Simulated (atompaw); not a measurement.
# Before and after: PAW (atompaw) potential for K

potassium, PAW, made with atompaw 4.2.0.5 (PBEsol, scalar-relativistic). Core [Ne], reference 3s2 3p6 4s1 4p0. Waves: 3s (bound): rc 1.75 bohr; 4s (bound): rc 1.75 bohr; 3p (bound): rc 1.75 bohr; 4p (bound, empty): rc 1.75 bohr; 3d channel at 0.2 Ry: rc 1.70 bohr; 3d channel at 1 Ry: rc 1.75 bohr. Local part: vpsmatchnc scheme with l = 3 at 0 Ry, radius 1.40 bohr. Core correction: smooth core density matched at 1.70 bohr. Augmentation charge: besselshape compensation charge, radius 1.40 bohr; PAW radius 1.75 bohr; waves and projectors: custom polynom vanderbiltortho.

All-electron outer shells of the reference configuration (PBEsol, scalar-relativistic, ld1.x):

```tsv
shell	level (eV)	outermost node (bohr)	outermost maximum (bohr)
2s	-352.86	0.11	0.32
2p	-279.90	–	0.26
3s	-35.27	0.48	1.08
3p	-18.80	0.45	1.15
4s	-2.30	1.59	4.23
4p	-0.79	1.88	5.71
```

Change: waves 3s (bound); 4s (bound); 3p (bound); 4p (bound); 3d channel at 0.2 Ry; 3d channel at 1 Ry; augmentation besselshape compensation charge, radius 1.40 bohr; PAW radius 1.75 bohr; waves and projectors: bloechl.

Cutoffs: the cutoffs (Ry, on a coarse ladder) from which the occupation-weighted sum of valence levels, in a spherical-Bessel basis at the reference potential, stays within 10 and 1 mRy of its value at 400 Ry; they do not see the model core or the augmentation charge, which bear on the density cutoff.

Task: What does the change do?

Result: The potential gets harder (21 Ry and 40 Ry → 70 Ry and 110 Ry); the range in which the s phases agree narrows (upper end at the end of the scan → 3.8); the range in which the p phases agree narrows (upper end at the end of the scan → 1.4); neither file shows a bound ghost.

| quantity | base | changed |
| --- | --- | --- |
| cutoff, loose | 21 Ry | 70 Ry |
| cutoff, tight | 40 Ry | 110 Ry |
| loose cutoff by channel (10 mRy a level) | s 10 Ry, p 18 Ry | s 60 Ry, p 30 Ry |
| bound ghosts | none | none |
| s: phases at 1.76 bohr within 0.05 rad from the reference energy up to (Ry; the scan ends near 5) | to the end of the scan | 3.8 |
| p: phases at 1.76 bohr within 0.05 rad from the reference energy up to (Ry; the scan ends near 5) | to the end of the scan | 1.4 |
| d: phases at 1.76 bohr within 0.05 rad from the reference energy up to (Ry; the scan ends near 5) | 3.8 | 3.4 |
| lowest overlap eigenvalue by channel | s 0.15, p 0.94, d 0.86 | s 0.25, p 0.01, d 0.01 |

 The cutoffs see the waves, projectors and local potential, not the compensation charge or the core.
